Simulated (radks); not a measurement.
All-electron atom: Pb+ in [Xe] 4f13.5 5d10 6s2 6p1.5 (fractional occupations, a model configuration).

All-electron calculation, Dirac Kohn-Sham, PBE, spin-unpolarised, spherical densities, point nucleus; open shells fill j = l - 1/2 first. Program: a radial shooting solver on a logarithmic mesh with Libxc functionals.

Energy parts (eV):
part                       energy
total                  -569424.38
kinetic                 663136.48
electron-nucleus      -1440373.84
Hartree                 218411.10
exchange-correlation    -10598.13

Orbitals (lengths in bohr, moments of r in powers of bohr; <r^-3> diverges for s and p1/2; r(90%) holds 90 % of the orbital's charge):
orbital  occ.  eigenvalue (eV)   <1/r>  <r^-3>  r(90%)      <r>
1s1/2       2        -87998.43   101.5       -  0.0294  0.01604
2s1/2       2        -15739.99   25.08       -   0.105  0.06689
2p1/2       2        -15113.81   25.01       -  0.0918  0.05488
2p3/2       4        -12923.99   19.96   23390   0.104  0.06380
3s1/2       2        -3792.440   9.194       -   0.256   0.1739
3p1/2       2        -3510.402   9.099       -   0.248   0.1644
3p3/2       4        -3021.813   7.780    5522   0.270   0.1807
3d3/2       4        -2559.232   7.680   969.0   0.244   0.1570
3d5/2       6        -2455.309   7.386   791.0   0.251   0.1619
4s1/2       2        -871.6766   3.909       -   0.550   0.3836
4p1/2       2        -749.6625   3.798       -   0.559   0.3848
4p3/2       4        -629.6162   3.343    1364   0.607   0.4191
4d3/2       4        -431.1555   3.147   217.5   0.630   0.4234
4d5/2       6        -408.7012   3.045   173.5   0.646   0.4344
5s1/2       2        -155.8826   1.633       -    1.21   0.8487
4f5/2       6        -151.8974   2.712   38.36   0.709   0.4472
4f7/2     7.5        -146.7946   2.672   36.36   0.718   0.4534
5p1/2       2        -113.9340   1.511       -    1.30   0.9052
5p3/2       4         -91.0537   1.343   256.0    1.44   0.9950
5d3/2       4         -32.8685   1.058   27.29    1.88    1.246
5d5/2       6         -30.1285   1.018   21.13    1.95    1.291
6s1/2       2         -19.9565  0.5827       -    3.21    2.206
6p1/2     1.5         -11.6985  0.4705       -    4.02    2.702
6p3/2       0          -9.7198  0.4134   21.28    4.52    3.040

The highest occupied level is 6p1/2 at -11.698 eV. The density falls to 0.001 e/bohr^3 at r = 4.21 bohr.
